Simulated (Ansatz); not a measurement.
Relaxation of Al$_{2}$H$_{6}$Si$_{2}$ (10 atoms, charge 0, multiplicity 1), to a largest force component of 0.02 eV/Å in at most 50 steps.

All numbers below come from RKS revPBE-D4/def2-SVP (Ansatz).

```xyz
10
Properties=species:S:1:pos:R:3
Si -1.448 1.190 -1.578
Al -0.002 0.002 -0.245
Al 0.652 -2.198 0.853
Si 1.625 -0.115 1.493
H -1.932 0.395 -2.738
H -2.665 1.643 -0.788
H -0.796 2.441 -2.094
H -0.749 0.114 -1.587
H 1.088 0.327 2.863
H 2.973 0.025 1.170
```

Question: Where does it end, and by what steps?

Answer: The run converged. After 22 steps the energy has fallen by 4.686 eV; H8 moved furthest, 1.93 Å. Parted: Si1–H8 (1.28 → 3.55 Å).

```tsv
step	energy less start (eV)	largest force component (eV/Å)	accepted
0	0.0000	7.437	yes
1	-1.7499	3.128	yes
2	-2.5307	1.447	yes
3	-2.9070	1.057	yes
4	-3.2722	1.306	yes
5	-3.6014	1.180	yes
6	-3.8896	0.753	yes
7	-4.0874	0.596	yes
8	-4.2383	0.277	yes
9	-4.3348	0.316	yes
10	-4.4134	0.169	yes
11	-4.4623	0.191	yes
12	-4.4910	0.161	yes
13	-4.5161	0.220	yes
14	-4.5652	0.199	yes
15	-4.6078	0.307	yes
16	-4.6392	0.297	yes
17	-4.6654	0.368	yes
18	-4.6720	0.284	yes
19	-4.6706	0.156	no
20	-4.6670	0.372	no
21	-4.6856	0.080	yes
22	-4.6864	0.018	yes
```

```xyz
10
Properties=species:S:1:pos:R:3
Si -1.712 1.460 -1.557
Al -0.283 -0.083 -0.271
Al 0.645 -2.305 0.519
Si 1.648 -0.240 1.393
H -2.436 0.735 -2.665
H -2.738 2.116 -0.669
H -0.875 2.552 -2.182
H 0.593 -1.215 -1.201
H 1.387 -0.173 2.882
H 2.518 0.975 1.098
```

Whether the end is a true minimum wasn't checked by a vibrational analysis.

Run time: 48 s on 2 threads of Arm Neoverse V2 (shared host), peak memory 0.14 GiB.
